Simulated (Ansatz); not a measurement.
Born–Oppenheimer molecular dynamics of ClF2H4N2Ta (10 atoms, charge 0, multiplicity 1). It starts from a relaxed structure.

Computed with RKS PBE/def2-SVP (Ansatz 0.2.0).

```yaml
ensemble: NVT, Langevin thermostat
time_step: 0.5 fs
steps_asked: 250
set_temperature: 200 K
friction: 0.01 /fs
seed: 639916
```

First frame:

```xyz
10
Properties=species:S:1:pos:R:3
Ta -0.017 0.031 0.057
N 1.971 -0.019 0.038
H 2.567 -0.047 0.870
H 2.521 -0.167 -0.815
Cl -0.018 -0.079 2.411
F 0.091 -0.054 -1.839
F -0.966 1.681 0.019
N -0.975 -1.708 -0.046
H -1.297 -2.251 0.760
H -1.071 -2.245 -0.915
```

Problem. How far do the bonds stretch over the last three quarters of this one trajectory? (Pairs bonded in most of those frames.)

Solution. 
| bond | mean (Å) | spread (Å) | shortest | longest |
| --- | --- | --- | --- | --- |
| Ta1–N2 | 1.992 | 0.027 | 1.94 | 2.04 |
| Ta1–Cl5 | 2.370 | 0.009 | 2.35 | 2.39 |
| Ta1–F6 | 1.902 | 0.025 | 1.86 | 1.94 |
| Ta1–F7 | 1.903 | 0.010 | 1.89 | 1.92 |
| Ta1–N8 | 1.997 | 0.014 | 1.97 | 2.02 |
| N2–H3 | 1.026 | 0.019 | 1.00 | 1.06 |
| N2–H4 | 1.028 | 0.018 | 0.99 | 1.06 |
| N8–H9 | 1.027 | 0.025 | 0.98 | 1.07 |
| N8–H10 | 1.027 | 0.022 | 0.99 | 1.06 |

Mean temperature of the second half: 125 K. The mean temperature of the second half is 37 % below the set value. A run of 0.12 ps of so small a system gives no equilibrium averages.

Run time: 6.4 min on 4 threads of Arm Neoverse V2 (shared host), peak memory 0.19 GiB.
